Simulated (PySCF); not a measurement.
All of these have the formula C5H11NSi. Computed with TDDFT B3LYP/def2-SVPD, vertical, gas phase, core orbitals frozen in the response in PySCF. Geometries: GFN2-xTB; one conformer of each isolated species. Triplets are in the Tamm–Dancoff approximation.

A. `CC1=C[C@H](C)N[SiH2]1`
B. `C1[C@@H]([SiH3])NCC=1C`
C. `C=N[SiH2]CC(=C)C`

Lowest singlet levels (six at most, fewer where fewer were computed) with oscillator strengths:

1. 5.21 eV (f 0.059); 5.25 eV (f 0.006); 5.89 eV (f 0.000); 6.06 eV (f 0.008); 6.13 eV (f 0.006); 6.22 eV (f 0.063); T1 4.17 eV
2. 3.99 eV (f 0.000); 4.95 eV (f 0.070); 6.03 eV (f 0.033); 6.10 eV (f 0.006); 6.29 eV (f 0.002); 6.31 eV (f 0.004); T1 3.40 eV
3. 5.30 eV (f 0.030); 5.49 eV (f 0.010); 5.89 eV (f 0.004); 6.20 eV (f 0.005); 6.45 eV (f 0.036); 6.60 eV (f 0.016); T1 4.37 eV

Task: Which spectrum belongs to which structure?

Result: 1 = B, 2 = C, 3 = A.
- A: S1 at 5.30 eV, HOMO→LUMO (95%); Löwdin shares by element: HOMO nitrogen 52%, carbon 16% or more, silicon 11% (atoms not listed hold the other 21%); LUMO carbon 57% or more, silicon 8% (atoms not listed hold the other 34%); HOMO -6.32 and LUMO -0.05 eV.
- B: S1 at 5.21 eV, HOMO→LUMO (80%), HOMO→LUMO+1 (11%); Löwdin shares by element: HOMO carbon 34% or more, nitrogen 32% (atoms not listed hold the other 35%); LUMO carbon 46% or more, silicon 13%, hydrogen 6% or more (atoms not listed hold the other 34%); HOMO -5.95 and LUMO 0.12 eV.
- C: S1 at 3.99 eV, HOMO-1→LUMO (86%), HOMO→LUMO (13%); Löwdin shares by element: HOMO carbon 67% or more, nitrogen 7% (atoms not listed hold the other 26%); LUMO carbon 40% or more, nitrogen 33%, hydrogen 13% or more; HOMO -6.63 and LUMO -1.13 eV.
A and B have S1 within 0.10 eV of each other; their strongest listed levels stand at 6.45 eV (f 0.036) and 6.22 eV (f 0.063).
